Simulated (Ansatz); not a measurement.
Input file for Ansatz (a quantum-chemistry and plane-wave program): R-CCSD(T)/def2-TZVPP on BrFH2Sn (SMILES [F][SnH2][Br]), a point of a bond scan (R = 1.700 Å). Elements past Kr take the def2 small-core potentials; no spin–orbit coupling. The run froze 24 orbitals, filled d shells among them.

Ansatz 0.2 input:
```yaml
crystal:
  periodic: [false, false, false]
  atoms:
    - {symbol: Sn, position_ang: [-0.82087301, -0.25418523, 0.04124020]}
    - {symbol: F, position_ang: [-1.53349458, 1.43640576, -0.55475012]}
    - {symbol: Br, position_ang: [1.64216243, 0.04607296, 0.07036013]}
    - {symbol: H, position_ang: [-1.24249200, -1.37719034, -1.16269239]}
    - {symbol: H, position_ang: [-1.38809149, -0.45375329, 1.63082898]}
basis:
  gaussian:
    orbitals: def2-TZVPP
    pivot_positions_ang: [[-0.82087301, -0.25418523, 0.04124020], [-1.53349458, 1.43640576, -0.55475012], [1.64216243, 0.04607296, 0.07036013], [-1.24249200, -1.37719034, -1.16269239], [-1.38809149, -0.45375329, 1.63082898]]
magnetization: {spin_polarized: false}
correlation: {method: ccsd_t, electrons: outside_noble_gas}
scf: {lower_state_search: off}
output: {orbitals: {seedname: ./end}}
```

Program output:

```
WARN ansatz: RAYON_NUM_THREADS=1 ignored (pool sized by the plan → 1); use --threads N
Functional definition: HF
these checks for a lower state are left out or cut short: stability, starts, cluster_reference, orbital_swaps, neighbouring_geometries, increment
integrals: 0.39 GiB planned
1252 factors; integrals over basis functions are off by at most 2.9e-4 eV
mean field: 0.61 GiB planned
mean field evaluation 1: about -78542.8376 eV, gradient 3.4e1 eV
mean field evaluation 2: about -78542.9691 eV, gradient 3.4e1 eV
mean field evaluation 4: about -78545.2659 eV, gradient 1.9e0 eV
mean field evaluation 8: about -78545.2987 eV, gradient 2.3e-1 eV
mean field evaluation 16: about -78545.2989 eV, gradient 5.2e-6 eV
mean field -78545.29890903 eV, -2886.4864949909 hartree, gradient 5.2e-6 eV, S^2 0.000000; 0 other end points of the search recorded, 0 dependent functions left out
24 core orbitals not correlated, not the lowest: weight in the atoms' cores, before any rotation towards them, 0.879 or more for the frozen orbitals, at most 0.124 for the correlated occupied ones
reference -78545.29890903 eV, -2886.4864949909 hartree; 10, 10 occupied and 123, 123 virtual orbitals, 1252 factors
second order -14.20728906 eV of doubles, -0.00000000 eV of singles
coupled cluster: 0.85 GiB planned
cycle   1  -14.50227039 eV  change   -2.9e-1 eV  update   8.9e-2
cycle   2  -14.83117365 eV  change   -3.3e-1 eV  update   2.9e-2
cycle   3  -14.93078540 eV  change   -1.0e-1 eV  update   1.5e-2
cycle   4  -14.92249249 eV  change    8.3e-3 eV  update   3.2e-3
cycle   5  -14.92004367 eV  change    2.4e-3 eV  update   1.3e-3
cycle   6  -14.92063202 eV  change   -5.9e-4 eV  update   4.0e-4
cycle   7  -14.92055798 eV  change    7.4e-5 eV  update   1.5e-4
cycle   8  -14.92048033 eV  change    7.8e-5 eV  update   4.4e-5
cycle   9  -14.92049184 eV  change   -1.2e-5 eV  update   1.8e-5
perturbative correction -0.48801234 eV, -0.0179341228 hartree
Total energy: -78560.70741321 eV, -2887.0527470754 hartree
Checks for a lower state left out: stability, starts, cluster_reference, orbital_swaps, neighbouring_geometries, increment
```

Self-consistency was reached.

Cost: around 15 core-seconds (rough).
